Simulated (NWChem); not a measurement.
C2H7NSe; SMILES CC[Se]N

```xyz
11

Se     0.4182    -0.6535     0.0243
C      0.4267     1.2554    -0.5499
C     -0.4031     2.1758     0.3383
H      0.0975     1.2953    -1.5930
H      1.4887     1.5270    -0.5289
H     -0.0315     2.1762     1.3680
H     -1.4541     1.8636     0.3594
H     -0.3767     3.2066    -0.0384
N     -1.3923    -1.1281    -0.0987
H     -1.7234    -1.0071    -1.0536
H     -1.9520    -0.5457     0.5203
```
Atoms are numbered in this order, from 1.

Level: B3LYP/6-31G* (spherical d) (NWChem), optimised geometry, unscaled harmonic frequencies. This build's default masses of Se (78.918 u) and Br (79.917 u) are each other's, which moves their modes by up to 0.6 %.

### Question
List the harmonic frequencies with IR intensities, and the thermochemistry.

### Answer
```json
[
 {"frequency (cm⁻¹)": "82", "IR intensity (km/mol)": "1.8"},
 {"frequency (cm⁻¹)": "186", "IR intensity (km/mol)": "4.1"},
 {"frequency (cm⁻¹)": "258", "IR intensity (km/mol)": "2.9"},
 {"frequency (cm⁻¹)": "296", "IR intensity (km/mol)": "7.1"},
 {"frequency (cm⁻¹)": "365", "IR intensity (km/mol)": "43.0"},
 {"frequency (cm⁻¹)": "534", "IR intensity (km/mol)": "7.3"},
 {"frequency (cm⁻¹)": "573", "IR intensity (km/mol)": "81.9"},
 {"frequency (cm⁻¹)": "744", "IR intensity (km/mol)": "13.5"},
 {"frequency (cm⁻¹)": "844", "IR intensity (km/mol)": "92.2"},
 {"frequency (cm⁻¹)": "981", "IR intensity (km/mol)": "7.2"},
 {"frequency (cm⁻¹)": "1018", "IR intensity (km/mol)": "5.6"},
 {"frequency (cm⁻¹)": "1055", "IR intensity (km/mol)": "1.0"},
 {"frequency (cm⁻¹)": "1069", "IR intensity (km/mol)": "2.5"},
 {"frequency (cm⁻¹)": "1272", "IR intensity (km/mol)": "10.0"},
 {"frequency (cm⁻¹)": "1286", "IR intensity (km/mol)": "22.3"},
 {"frequency (cm⁻¹)": "1438", "IR intensity (km/mol)": "3.2"},
 {"frequency (cm⁻¹)": "1493", "IR intensity (km/mol)": "1.6"},
 {"frequency (cm⁻¹)": "1523", "IR intensity (km/mol)": "6.6"},
 {"frequency (cm⁻¹)": "1531", "IR intensity (km/mol)": "2.7"},
 {"frequency (cm⁻¹)": "1628", "IR intensity (km/mol)": "21.1"},
 {"frequency (cm⁻¹)": "3042", "IR intensity (km/mol)": "32.6"},
 {"frequency (cm⁻¹)": "3062", "IR intensity (km/mol)": "13.2"},
 {"frequency (cm⁻¹)": "3098", "IR intensity (km/mol)": "29.5"},
 {"frequency (cm⁻¹)": "3110", "IR intensity (km/mol)": "4.1"},
 {"frequency (cm⁻¹)": "3133", "IR intensity (km/mol)": "33.4"},
 {"frequency (cm⁻¹)": "3474", "IR intensity (km/mol)": "0.3"},
 {"frequency (cm⁻¹)": "3584", "IR intensity (km/mol)": "5.6"}
]
```

The zero-point energy comes out as 58.1 kcal/mol and the thermal correction to the enthalpy at 298.15 K (with zero-point energy) comes out as 62.6 kcal/mol. The heat capacity Cv comes out as 20.4 cal/(mol K). The entropy at 298.15 K and 1 atm (symmetry number 1) is 78.7 cal/(mol K) and the dipole moment comes out as 2.79 D.

Rigid rotor and harmonic oscillator; modes under 100 cm⁻¹ make the entropy uncertain.
